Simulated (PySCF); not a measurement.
Molecule: `C#C[Si@H]1[SiH2][Si@H](C)[SiH2]1`, C3H10Si4.

Geometry (Å), atoms numbered from 1 in this order:
```xyz
17

C     4.214   -0.694    0.311
C     3.172   -0.272   -0.118
Si    1.533    0.343   -0.717
Si   -0.084   -1.367   -0.956
Si   -1.416   -0.296    0.678
C    -3.062    0.370   -0.017
Si    0.224    1.386    0.955
H     5.132   -1.059    0.675
H     1.914    1.129   -1.906
H     0.380   -2.725   -0.647
H    -0.667   -1.512   -2.299
H    -1.802   -1.080    1.868
H    -2.889    0.972   -0.904
H    -3.735   -0.437   -0.295
H    -3.580    0.994    0.706
H     0.851    1.492    2.278
H    -0.192    2.770    0.675
```

Frames of a GFN2-xTB Langevin trajectory at 300 K; GIAO PBE0/pcSseg-1 shieldings in PySCF, gas phase, non-relativistic; equivalent atoms averaged within each frame.

References, each an isolated molecule treated in the same way: TMS for 13C (σref 186.93) and 29Si (σref 349.16) and 1H (σref 31.72). The references are static minima.

**Question.** How do the shifts (ppm) fluctuate along the trajectory?

**Answer.** 
```
         time (fs)     C1    C2     C6    Si5    Si3  Si4/Si7   H12    H9  H10/H16  H11/H17
               250  108.9  88.6    0.0  -17.0  -64.0    -75.9  6.11  5.30     5.08     4.74
               425  118.4  90.7  -10.7  -43.2  -53.5    -65.8  4.80  5.04     5.04     4.75
               625  106.4  88.2   -8.9  -32.1  -69.1    -94.0  5.06  5.77     3.73     3.91
               800  110.5  91.0   -5.3  -61.7  -75.0    -99.0  4.74  4.83     3.94     3.63
              1000  117.1  97.9   -2.1  -43.4  -60.6    -87.6  5.26  5.89     3.26     4.12
    mean of frames  112.3  91.3   -5.4  -39.5  -64.5    -84.5  5.19  5.37     4.21     4.23
standard deviation    5.2   3.9    4.5   16.5    8.2     13.5  0.55  0.46     0.81     0.50
```

5 frames give an uncertainty of the mean of about the standard deviation over 2.2 at best, since frames this close in time may not be independent; classical motion lacks zero-point vibration, and the reference would need the same averaging.
